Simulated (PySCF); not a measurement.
C₄H₆ClF, SMILES C1CC(C1)(F)Cl. The structure is a stationary point at PBE0-D3(BJ)/def2-SVP.

Computed equilibrium geometry at PBE0-D3(BJ)/def2-SVP (PySCF confirms it by a frequency run) as a Z-matrix, and its point group:
point group Cs.
```
C
F 1 1.3476
C 1 1.5279 2 117.17
H 3 1.0978 1 117.53 2 -98.52
H 3 1.1007 4 109.76 1 -124.72
C 1 1.5279 2 117.17 3 105.22
H 6 1.0978 1 117.53 2 98.52
H 6 1.1007 7 109.76 1 124.72
C 3 1.5430 4 119.54 5 -131.24
H 9 1.0981 3 117.09 4 101.26
H 9 1.0988 10 109.10 6 -128.17
Cl 1 1.7938 2 108.18 3 -127.39
```
Charge 0, spin multiplicity 1.
